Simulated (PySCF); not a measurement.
**The 11-electron isoelectronic series, spin-free X2C**

All values are computed (PySCF 2.14, energy differences of UHF-based or UKS calculations, no spin-orbit coupling). Each ion has its own even-tempered basis scaled to its charge (19s12p5d4f for the first); frozen: 1s2. Ionisation energies in eV, correlation energies of the ion in mhartree.

| ion | configuration | UHF | MP2 (outer shells) | CCSD (outer shells) | CCSD(T) (outer shells) | LDA | PBE | PBE0 | E_corr MP2 | E_corr CCSD(T) | NIST (with spin-orbit, Breit and QED) |
| --- | --- | --- | --- | --- | --- | --- | --- | --- | --- | --- | --- |
| Ti¹¹⁺ | [Ne] 3s1 (2S) | 290.95 | 291.50 | 291.50 | 291.51 | 292.47 | 292.91 | 292.51 | -308.2 | -312.2 | 291.50 (s) |
| V¹²⁺ | [Ne] 3s1 (2S) | 335.71 | 336.28 | 336.28 | 336.29 | 337.30 | 337.80 | 337.37 | -309.3 | -313.1 | 336.27 (s) |
| Cr¹³⁺ | [Ne] 3s1 (2S) | 383.59 | 384.17 | 384.17 | 384.18 | 385.24 | 385.80 | 385.34 | -310.4 | -314.0 | 384.16 (s) |
| Mn¹⁴⁺ | [Ne] 3s1 (2S) | 434.60 | 435.18 | 435.19 | 435.19 | 436.30 | 436.93 | 436.44 | -311.4 | -314.9 | 435.17 (s) |
| Fe¹⁵⁺ | [Ne] 3s1 (2S) | 488.71 | 489.30 | 489.30 | 489.31 | 490.46 | 491.16 | 490.64 | -312.4 | -315.7 | 489.31 (s) |
| Co¹⁶⁺ | [Ne] 3s1 (2S) | 546.00 | 546.60 | 546.60 | 546.60 | 547.80 | 548.57 | 548.03 | -313.3 | -316.5 | 546.59 (s) |
| Ni¹⁷⁺ | [Ne] 3s1 (2S) | 606.38 | 606.98 | 606.99 | 606.99 | 608.23 | 609.08 | 608.50 | -314.2 | -317.3 | 607.02 (s) |
| Cu¹⁸⁺ | [Ne] 3s1 (2S) | 669.99 | 670.61 | 670.61 | 670.61 | 671.90 | 672.81 | 672.21 | -315.1 | -318.1 | 670.61 (s) |
| Zn¹⁹⁺ | [Ne] 3s1 (2S) | 736.71 | 737.33 | 737.34 | 737.34 | 738.66 | 739.66 | 739.02 | -316.0 | -318.8 | 737.37 (s) |
| Ga²⁰⁺ | [Ne] 3s1 (2S) | 806.62 | 807.24 | 807.25 | 807.25 | 808.61 | 809.69 | 809.02 | -316.8 | -319.6 | 807.31 (s) |

Each ion has its own basis, which adds noise of up to about 0.1 % along the series.

NIST values marked (s) are semi-empirical, (t) theoretical. Open shells are high-spin determinants of the terms that Hund's rules give.
